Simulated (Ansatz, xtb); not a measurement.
Two isomers of CH3GeN

We compare X, `C=[N+]=[GeH-]`, a singlet, with Y, `[CH2]1[NH+]=[Ge-]1`, a singlet. Both are isolated molecules in the gas phase, relaxed with PBE0-D4/def2-TZVP.

X (Å):

| atom | x (Å) | y (Å) | z (Å) |
| --- | --- | --- | --- |
| C | 1.1301 | -0.3243 | 2.0113 |
| Ge | 0.7407 | -2.2752 | 4.2849 |
| N | 0.9535 | -1.2061 | 2.8726 |
| H | 0.2986 | 0.2686 | 1.6110 |
| H | 2.1237 | -0.1065 | 1.6012 |
| H | 0.4773 | -3.5342 | 3.3401 |

Y (Å):

```csv
atom,x (Å),y (Å),z (Å)
C,0.1416,-0.8323,0.0779
Ge,-0.9291,0.7705,-0.5665
N,0.2828,-0.3342,-1.2657
H,0.9839,-0.6860,0.7546
H,-0.3486,-1.7981,0.2024
H,0.8756,-0.6782,-2.0033
```

Energies in hartree; the thermal terms are from PBE0-D4/def2-TZVP harmonic frequencies (ideal gas, rigid rotor, one conformer each, 298.15 K, 1 atm) and include the zero-point energy:

```
                                 X            Y
E, CCSD(T)/def2-TZVPP  −2170.060707  −2170.061287
    zero-point energy      0.036190      0.040679
         H(298 K) − E      0.041543      0.045516
         G(298 K) − E      0.009170      0.013969
```

Q: Work out ΔE, ΔE₀, ΔH and ΔG for X → Y in kcal/mol (1 Eh = 627.51 kcal/mol) and the equilibrium ratio [Y]/[X].

A: 1. ΔE = −2170.061287 − (−2170.060707) = −0.000580 Eh = −0.36 kcal/mol.
2. ΔE₀ = ΔE + ΔZPE = −0.000580 + (+0.004489) Eh = +2.45 kcal/mol.
3. ΔH = ΔE + (+0.003973) Eh = +2.13 kcal/mol.
4. ΔG = ΔE + (+0.004799) Eh = +2.65 kcal/mol, so ΔS = (ΔH − ΔG)/T = −7.3 J/(mol K).
5. kT = 0.9442 mEh, so K = [Y]/[X] = exp(−ΔG/kT) = exp(−4.47) ≈ 0.011.

Structure X is favoured at this temperature, against the order of the electronic energies. An error of 1 kcal/mol in ΔG would change K by a factor of 5.4. Mirror images and further conformers aren't counted.

As drawn, Y has 1 C–N, 1 C–Ge, 1 N–H in place of 1 C=N, 1 Ge–H. Structure X has no ring, Y a 3-membered ring.

Other levels gave ΔE = +3.7 (GFN2-xTB); −9.7 (HF/STO-3G, GFN2-xTB geometries); +2.5 (r2SCAN-D4/def2-SVP, GFN2-xTB geometries); −1.7 (PBE0-D4/def2-TZVP); +6.6 (HF/def2-TZVPP); −4.2 (MP2/def2-TZVPP) kcal/mol. The correlated steps freeze 11 core orbitals; the filled d shell of Ge is correlated, in a basis made for valence electrons. Programs: Ansatz 0.2.0, xtb 6.7.1.
